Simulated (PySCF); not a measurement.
SMILES [CH3][Al]([CH3])/[CH]=C/[Si](Cl)(Cl)Cl (C4H8AlCl3Si) (GFN2-xTB optimised geometry):

```
17

Si     2.761    -1.528     0.018
Cl     3.346    -2.550    -1.637
Cl     3.318    -2.599     1.651
Cl     3.724     0.252     0.051
C      0.894    -1.270     0.009
C      0.250    -0.092     0.000
Al    -1.752    -0.092     0.000
C     -2.633    -1.875     0.002
C     -2.686     1.662     0.000
H      0.287    -2.174     0.012
H      0.870     0.806    -0.003
H     -3.724    -1.769    -0.024
H     -2.360    -2.493    -0.861
H     -2.399    -2.470     0.891
H     -3.426     1.745     0.804
H     -1.983     2.493     0.129
H     -3.230     1.854    -0.931
```

Computed with PySCF with B3LYP/def2-SVP.

Question: What are the frontier orbital energies and the dipole moment?

Answer: HOMO-2 -7.97 eV, HOMO-1 -7.75 eV, HOMO -7.41 eV, LUMO -1.83 eV, LUMO+1 0.17 eV; dipole moment 2.52 D.

Meta-Löwdin charges at B3LYP/def2-SVP: Si1 0.91, Cl2 -0.25, Cl3 -0.25, Cl4 -0.25, C5 -0.31, C6 -0.32, Al7 0.81, C8 -0.59, C9 -0.59, H10 0.10, H11 0.10, H12 0.11, H13 0.11, H14 0.11, H15 0.11, H16 0.11, H17 0.11.
